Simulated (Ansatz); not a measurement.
`FC1BS1`, charge 0, multiplicity 1.

Task: Give a relaxed structure at PBE0-D4/def2-TZVP (Ansatz 0.2.0). (Estimate.)

Result: The calculation gave: 
Z-matrix (Å, degrees):
```
C
B 1 1.532
S 1 1.844 2 61.2
F 1 1.363 2 119.7 3 -104.6
H 1 1.086 2 126.3 3 99.9
H 2 1.181 1 149.0 3 175.5
```
